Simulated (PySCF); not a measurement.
Members of one series of related molecules.

All values: wB97X-D/def2-SVPD (PySCF) at GFN2-xTB geometries, gas phase, one conformer each. Core orbitals are frozen in the response; Δα² is half the sum of the squared differences of the principal polarisabilities.

(1) Rank by HOMO–LUMO gap, lowest first.
A. `CSc1csnn1`
B. `COc1nnsc1F`
C. `[SiH3]c1csnn1`
D. `COC1=C(OC)SN=N1`

(2) Rank by HOMO energy, lowest first.
A. `O(c1nnsc1F)C`
B. `n1sc(OC)c(OC)n1`
C. `COc1nnsc1C=O`

Answers

(1) A (8.35 eV), D (8.76 eV), B (9.01 eV), C (9.44 eV).

(2) C (-9.49 eV), A (-9.04 eV), B (-8.34 eV).

All values together:

| SMILES | formula | μ (D) | HOMO (eV) | LUMO (eV) | α (Å³) | Δα (Å³) | electrons | α per electron (Å³) |
| --- | --- | --- | --- | --- | --- | --- | --- | --- |
| [SiH3]c1csnn1 | C2H4N2SSi | 3.37 | -9.41 | 0.03 | 11.79 | 6.28 | 60 | 0.196 |
| COc1nnsc1OC | C4H6N2O2S | 3.54 | -8.34 | 0.43 | 12.93 | 6.35 | 76 | 0.170 |
| COc1nnsc1F | C3H3FN2OS | 1.05 | -9.04 | -0.03 | 10.46 | 6.04 | 68 | 0.154 |
| CSc1csnn1 | C3H4N2S2 | 1.80 | -8.33 | 0.02 | 12.83 | 8.19 | 68 | 0.189 |
| COc1nnsc1C=O | C4H4N2O2S | 3.23 | -9.49 | -1.21 | 12.92 | 8.18 | 74 | 0.175 |

Conformers: `[CH3:1][O:2][c:3]1[n:4][n:5][s:6][c:7]1[O:8][CH3:9]` with C1–O2–C3–N4 0°, S6–C7–O8–C9 180°; `[CH3:1][O:2][c:3]1[n:4][n:5][s:6][c:7]1[F:8]` with C1–O2–C3–N4 0°; `[CH3:1][S:2][c:3]1[cH:4][s:5][n:6][n:7]1` with C1–S2–C3–C4 180°; `[CH3:1][O:2][c:3]1[n:4][n:5][s:6][c:7]1[CH:8]=[O:9]` with C1–O2–C3–N4 0°, S6–C7–C8–O9 0°.
